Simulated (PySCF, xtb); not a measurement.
BH6N, SMILES [BH3-][NH3+] (connectivity only; charge and spin as stated), charge +1, multiplicity 2.

Harmonic wavenumbers (cm⁻¹) from GFN2-xTB in xtb at its own minimum, in rising order: 189, 207, 687, 718, 832, 833, 961, 1090, 1161, 1350, 1443, 1452, 2135, 2276, 2671, 3292, 3312, 3327.

Problem. What does PySCF with PBE-D3(BJ)/def2-TZVP give at its own minimum? (Estimate from the structure and the level; the computed values follow.)

Solution. 163, 583, 646, 756, 861, 938, 992, 1033, 1210, 1429, 1594, 1606, 2005, 2172, 2728, 3304, 3358, 3394. Paired by order, the mean absolute difference is 86 cm⁻¹ and the zero-point energies are 39.9 and 41.1 kcal/mol.
